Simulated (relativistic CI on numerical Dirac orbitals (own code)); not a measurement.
## Ni²⁰⁺: sensitivity of the levels to the model

Base calculation: Dirac-Coulomb-Breit CI, KLI orbitals optimised for each configuration, a model potential for QED, unscaled Slater integrals.

Configurations in the expansion (outside the closed core 1s2): 2s2 2p4, 2s 2p5, 2p6, 2p5 3s, 2p5 3p, 2p5 3d, 2s2 2p3 3s, 2s2 2p3 3p, 2s2 2p3 3d, 2s 2p4 3s, 2s 2p4 3p, 2s 2p4 3d, 2s2 2p3 4s, 2s2 2p3 4p, 2s2 2p3 4d, 2s2 2p3 4f, 2s 2p4 4s, 2s 2p4 4p, 2s 2p4 4d, 2s2 2p2 3s2, 2s 2p4 4f, 2s2 2p3 5s, 2s2 2p3 5p, 2s2 2p3 5d, 2s2 2p2 3s 3p, 2s2 2p3 5f, 2s2 2p3 5g, 2s2 2p2 3p2, 2s2 2p2 3s 3d, 2s2 2p2 3p 3d, 2s 2p3 3s2, 2s2 2p2 3d2, 2s 2p3 3s 3p, 2s 2p4 5s, 2s 2p4 5p, 2s 2p3 3p2. Levels of other configurations are missing.

Variants: (1) valence Slater integrals scaled by 0.9; (2) QED terms removed; (3) configuration mixing switched off. Shifts of the energy above 2s2 2p4 3P_2, in eV, for the lowest level and the first level of each name with at least 55 % of one term (blank where a level changes its place among those of its configuration and J or its character, or is not in the variant):

| Level | Base | Δ(1) | Δ(2) | Δ(3) |
| --- | --- | --- | --- | --- |
| 2s2 2p4 3P_2 | 0.00 | 0.00 | 0.00 | 0.00 |
| 2s2 2p4 3P_0 | 11.51 | -0.57 | -0.01 | +1.04 |
| 2s2 2p4 3P_1 | 15.85 | +0.18 | -0.04 | +0.01 |
| 2s2 2p4 1D_2 | 26.55 | -1.03 | -0.04 | -0.03 |
| 2s2 2p4 1S_0 | 50.44 | -1.61 | -0.05 | +3.64 |
| 2s 2p5 3P°_2 | 130.34 | +0.54 | +0.54 | -0.06 |
| 2s 2p5 3P°_1 | 140.66 | +0.31 | +0.52 | -0.03 |
| 2s 2p5 3P°_0 | 148.91 | +0.54 | +0.49 | -0.06 |
| 2s 2p5 1P°_1 | 180.24 | -3.36 | +0.52 | +0.36 |
| 2p6 1S_0 | 301.71 | -1.31 | +1.05 | -4.13 |
| 2s2 2p3 3s 5S°_2 | 987.91 | +1.42 | -0.16 | +0.68 |
| 2s2 2p3 3s 3S°_1 | 994.54 | +0.50 | -0.16 | +0.73 |
| 2s2 2p3 3s 3D°_2 | 1009.86 | -0.28 | -0.17 | +0.82 |
| 2s2 2p3 3s 3D°_1 | 1010.63 | -0.16 | -0.17 | +0.57 |
| 2s2 2p3 3s 3D°_3 | 1015.81 | -0.37 | -0.18 | +0.21 |
| 2s2 2p3 3s 1D°_2 | 1018.49 | -0.66 | -0.19 | +0.22 |
| 2s2 2p3 3p 5P_1 | 1020.32 | +1.48 | -0.01 | +0.68 |
| 2s2 2p3 3p 5P_2 | 1020.86 | +1.44 | -0.01 | +0.73 |
| 2s2 2p3 3p 5P_3 | 1024.69 | +1.55 | -0.02 | +0.65 |
| 2s2 2p3 3s 3P°_0 | 1027.03 | -1.12 | -0.17 | +3.71 |
| 2s2 2p3 3p 3P_1 | 1027.90 | +0.85 | -0.01 | +1.05 |
| 2s2 2p3 3s 3P°_1 | 1028.16 | -1.22 | -0.17 | +3.68 |

At this charge energies of transitions that change n are usually good to better than 1 %, and those within a shell (Δn = 0) to a few per cent.

Ionisation energy from the two ground configurations alone: base 1755.75 eV; valence Slater integrals scaled by 0.9 1756.76 eV. The NIST ASD value (semi-empirical) is 1758 eV.

LS names give the leading component of a level, which can be under half, so a name can repeat, a term be missing and a line seem to break the LS rules.
